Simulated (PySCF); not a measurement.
A calculated (LDA, PySCF 2.14, cc-pVDZ-X2C, the spin-free X2C one-electron Hamiltonian (Gaussian nucleus)) atom or ion has these occupied shells.

```tsv
shell	electrons	orbital energy (eV)	rms radius, mean of both spins (bohr)
1s α	1	-15896.8	0.0451
1s β	1	-15896.7	0.0451
2s α	1	-2159.1	0.187
2s β	1	-2159.1	0.187
2p α	3	-1921.4	0.166
2p β	3	-1921.4	0.166
3s α	1	-338.98	0.527
3s β	1	-338.97	0.527
3p α	3	-262.21	0.538
3p β	3	-262.20	0.538
3d α	5	-134.86	0.548
3d β	5	-134.84	0.548
4s α	1	-47.729	1.45
4s β	1	-47.665	1.45
4p α	3	-29.620	1.68
4p β	3	-29.516	1.68
5s α	1	-8.914	4.17
```

(1) Name the element and its charge.

## Answers

(1) Sr⁺ (strontium, charge +1), in [Kr] 5s1, 2S determinant.
